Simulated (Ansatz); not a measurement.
Geometry optimisation, UKS PBE/6-31G (Ansatz).

input.yaml

```yaml
crystal:
  periodic: [false, false, false]
  atoms:
    - { symbol: B, position_ang: [-1.4421, 0.798, 1.1084] }
    - { symbol: C, position_ang: [-0.905, -0.1647, 0.0461] }
    - { symbol: "N", position_ang: [-1.6509, -0.4887, -0.9818] }
    - { symbol: C, position_ang: [0.5823, -0.6675, 0.1919] }
    - { symbol: C, position_ang: [1.4953, 0.2054, -0.5718] }
    - { symbol: H, position_ang: [-0.8401, 1.2058, 2.0186] }
    - { symbol: H, position_ang: [-2.5588, 1.2696, 0.9694] }
    - { symbol: H, position_ang: [-1.2258, -1.111, -1.7031] }
    - { symbol: H, position_ang: [0.7966, -0.6991, 1.3119] }
    - { symbol: H, position_ang: [-2.66319, -0.28254, -0.86196] }
    - { symbol: H, position_ang: [1.4532, 1.247, -0.1277] }
    - { symbol: H, position_ang: [2.5415, -0.1788, -0.4163] }
    - { symbol: H, position_ang: [1.1968, 0.2622, -1.6527] }
magnetization:
  spin_polarized: true
basis:
  gaussian: { orbitals: "6-31G" }
hamiltonian:
  xc: pbe
relax:
  f_tol: 0.02
  max_steps: 50
output:
  orbitals: {}
```

Command:

```bash
$ ansatz run input.yaml --threads 1 --pin off --max-ram 2048MiB --backend cpu --events-out ev --progress --plain --runs-dir out
```

Question: Where does it end, and by what steps?

Answer: The forces met the threshold. The force dipped under the threshold on the way, but the program's further checks kept it going. Limits of this set-up: no polarisation functions. After 28 steps the energy has fallen by 2.352 eV; H9 moved furthest, 1.48 Å.

| step | energy less start (eV) | largest force component (eV/Å) | accepted |
| --- | --- | --- | --- |
| 0 | 0.0000 | 3.584 | yes |
| 1 | -0.9439 | 3.117 | yes |
| 2 | -1.5354 | 1.515 | yes |
| 3 | -1.8599 | 0.874 | yes |
| 4 | -2.0838 | 0.372 | yes |
| 5 | -2.2023 | 0.415 | yes |
| 6 | -2.2572 | 0.311 | yes |
| 7 | -2.2867 | 0.224 | yes |
| 8 | -2.3041 | 0.426 | yes |
| 9 | -2.3173 | 0.317 | yes |
| 10 | -2.3335 | 0.204 | yes |
| 11 | -2.3408 | 0.328 | yes |
| 12 | -2.3425 | 0.216 | yes |
| 13 | -2.3414 | 0.299 | no |
| 14 | -2.3446 | 0.099 | yes |
| 15 | -2.3481 | 0.033 | yes |
| 16 | -2.3415 | 0.463 | no |
| 17 | -2.3453 | 0.190 | no |
| 18 | -2.3492 | 0.014 | yes |
| 19 | -2.3500 | 0.105 | yes |
| 20 | -2.3499 | 0.100 | no |
| 21 | -2.3508 | 0.018 | yes |
| 22 | -2.3515 | 0.030 | yes |
| 23 | -2.3512 | 0.129 | no |
| 24 | -2.3519 | 0.018 | yes |
| 25 | -2.3521 | 0.040 | yes |
| 26 | -2.3521 | 0.064 | yes |
| 27 | -2.3522 | 0.035 | yes |
| 28 | -2.3523 | 0.015 | yes |

```xyz
13
Properties=species:S:1:pos:R:3
B -1.764 0.527 1.377
C -0.850 0.138 0.206
N -1.395 -0.402 -0.957
C 0.514 0.351 0.337
C 1.518 0.030 -0.731
H -1.283 0.986 2.381
H -2.964 0.385 1.309
H -0.821 -0.674 -1.748
H 0.866 0.776 1.280
H -2.395 -0.536 -1.030
H 2.541 0.319 -0.441
H 1.534 -1.056 -0.968
H 1.280 0.551 -1.684
```

Whether the end is a true minimum wasn't checked by a vibrational analysis.

Run time: 2.4 min on 1 thread of Arm Neoverse V1, with other jobs on the host, peak memory 0.17 GiB.
